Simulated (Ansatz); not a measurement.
`C[O][Mg][Cl]`, charge 0, multiplicity 1.

Give a relaxed structure at PBE0-D4/def2-TZVP (the Gaussian-basis code of Ansatz). (Best estimate.)

The calculation gave: 
```xyz
7

C     0.258   -1.066    0.552
O    -0.032    0.132   -0.064
Mg   -0.398    1.650   -0.853
Cl   -0.855    3.538   -1.833
H     1.181   -1.004    1.144
H    -0.547   -1.375    1.234
H     0.393   -1.875   -0.179
```
Point group C3v.
